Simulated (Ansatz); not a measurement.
The cluster Ti6⁺, relaxed as a doublet with UKS PBE-D4/def2-SVP in Ansatz, starting from the GFN2-xTB geometry. Force threshold 0.02 eV/Å.

The charge 1 doublet is spin-contaminated (final ⟨S²⟩ up to 1.82, 0.75 for a pure state). The structure comes from a short search, and lower isomers may exist.

Start:

| atom | x (Å) | y (Å) | z (Å) |
| --- | --- | --- | --- |
| Ti1 | -0.1811 | -2.0894 | 0.4052 |
| Ti2 | 0.6381 | 0.3252 | 1.9646 |
| Ti3 | 0.0017 | 0.0018 | 0.0003 |
| Ti4 | 0.1764 | 2.0920 | -0.4085 |
| Ti5 | -2.0347 | 0.0827 | -0.4644 |
| Ti6 | 1.3996 | -0.4123 | -1.4973 |

```
        step   energy (eV)  largest force component (eV/Å)  SCF passes
           1  -138622.9777                           1.630         194
           2  -138623.3996                           0.746          93
           3  -138623.6023                           0.421          80
           4  -138623.7937                           0.462          81
           5  -138623.9996                           0.419          92
           6  -138624.1519                           0.375         189
7 (rejected)  -138624.1510                           0.527          94
           8  -138624.2010                           0.076          76
           9  -138624.2104                           0.152          90
          10  -138624.3117                           0.736         108
          11  -138624.6437                           0.893         101
          12  -138625.0281                           0.762         114
          13  -138625.3770                           0.738         121
          14  -138625.8387                           0.671         114
          15  -138626.2737                           0.806         101
          16  -138626.7129                           0.840          85
          17  -138627.0646                           0.536          74
          18  -138627.2055                           0.607          86
          19  -138627.2385                           0.270          82
          20  -138627.2778                           0.140          73
          21  -138627.2782                           0.183          77
          22  -138627.2900                           0.063          65
          23  -138627.2905                           0.022          53
          24  -138627.2907                           0.004          57
```

Force components are those of the run's own axes.

End:

```tsv
atom	x (Å)	y (Å)	z (Å)
Ti1	-0.222	-1.855	-0.036
Ti2	0.072	0.343	1.339
Ti3	-0.615	0.475	-1.146
Ti4	1.178	2.059	-0.217
Ti5	-2.179	-0.679	0.566
Ti6	1.766	-0.342	-0.506
```

Bonds lost: Ti4–Ti5, Ti5–Ti6 (atoms count from 1).

No frequencies were taken in this run, so the end may be a saddle point.

Hardware: 4 threads of Arm Neoverse V2 on a shared host. Wall time 5.6 min.
